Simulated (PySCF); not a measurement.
Compound: C6H14N2Si2.
Atom-mapped SMILES: `[CH:1]#[C:2][C:3](=[CH2:4])[N:5]([SiH3:6])[SiH2:7][N:8]([CH3:9])[CH3:10]` (hydrogens: H11 on C1; H12, H13 on C4; H14, H15, H16 on Si6; H17, H18 on Si7; H19, H20, H21 on C9; H22, H23, H24 on C10)

Computed with PySCF at PBE0/pcSseg-1, non-relativistic, on one gas-phase PBE0-D3(BJ)/def2-SVP geometry that isn't relaxed in the solvent. The solvent is an IEF-PCM continuum (van der Waals radii × 1.2). The model holds no explicit solvent molecules, cavitation or dispersion.

Gas phase at PBE0/pcSseg-1: HOMO -6.35 eV, LUMO -0.75 eV, dipole 1.08 D.

Task: What does the continuum do to the energy, the frontier levels and the dipole at PBE0/pcSseg-1 in acetonitrile and water?

Result: 
```csv
solvent,ε,E(solvent) − E(gas) (kcal/mol),polarisation term (kcal/mol),distortion of the solute (kcal/mol),HOMO (eV),LUMO (eV),dipole (D)
acetonitrile,35.69,-3.79,-4.21,0.42,-6.33,-0.84,1.27
water,78.36,-3.90,-4.34,0.44,-6.33,-0.85,1.27
```

The first energy column is the sum of the next two and covers electrostatics alone. From acetonitrile to water the lowering changes by a factor 1.03, Onsager's factor (ε − 1)/(2ε + 1) by 1.02 and ε itself by 2.2.

Task: Which radius a makes the point-dipole formula ΔE = −[(ε − 1)/(2ε + 1)]·μ²/a³ give the value in water, with the gas-phase dipole?

Result: μ = 0.424 au and |ΔE| = 0.00621 Eh give a = 1.28 Å; the farthest nucleus lies 4.82 Å from the centroid of the nuclei, so such a sphere wouldn't even hold the nuclei. The formula assumes a rigid point dipole at the centre of a sphere.

Task: Which Hirshfeld charges (PBE0/pcSseg-1) respond most in acetonitrile (means over atoms taken as equivalent)?

Result: 
| atoms | environment | gas (e) | solvent (e) | change |
| --- | --- | --- | --- | --- |
| C2 | alkyne carbon | -0.038 | -0.053 | -0.015 |
| H11 | alkyne hydrogen | +0.100 | +0.115 | +0.015 |
| C3 | vinylic carbon bearing nitrogen | +0.054 | +0.046 | -0.008 |
| H12 | vinylic hydrogen | +0.043 | +0.048 | +0.005 |
| C4 | terminal =CH2 carbon | -0.120 | -0.124 | -0.004 |
| H13 | vinylic hydrogen | +0.048 | +0.051 | +0.003 |
| N8 | silicon-bound nitrogen | -0.170 | -0.173 | -0.003 |
| H19 (×6) | methyl hydrogen | +0.038 | +0.040 | +0.002 |
| N5 | nitrogen bridging silicon atoms | -0.239 | -0.240 | -0.001 |
| C1 | terminal alkyne carbon | -0.090 | -0.091 | -0.001 |
| C9/C10 | N-methyl carbon | -0.066 | -0.067 | -0.001 |
| Si6 | SiH3 silicon | +0.330 | +0.331 | +0.001 |

Shape of the structure used: `[CH:1]#[C:2][C:3](=[CH2:4])[N:5]([SiH3:6])[SiH2:7][N:8]([CH3:9])[CH3:10]`: C2–C3–N5–Si6 -21°, C3–N5–Si7–N8 -50°, N5–Si7–N8–C9 113°.
